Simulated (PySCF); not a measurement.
A calculated (B97-3, PySCF 2.14, def2-QZVPPD, the non-relativistic Hamiltonian (point nucleus)) atom or ion has these occupied shells.

```csv
shell,electrons,orbital energy (eV),"rms radius, mean of both spins (bohr)"
1s,2,-13967.6,0.0491
2s,2,-1833.3,0.204
2p,6,-1656.6,0.179
3s,2,-265.59,0.579
3p,6,-202.39,0.588
3d,10,-89.289,0.612
4s,2,-24.850,1.73
4p,6,-10.836,2.11
```

(1) Name the element and its charge.

## Answers

(1) Kr (krypton, neutral), in [Kr], closed-shell 1S.
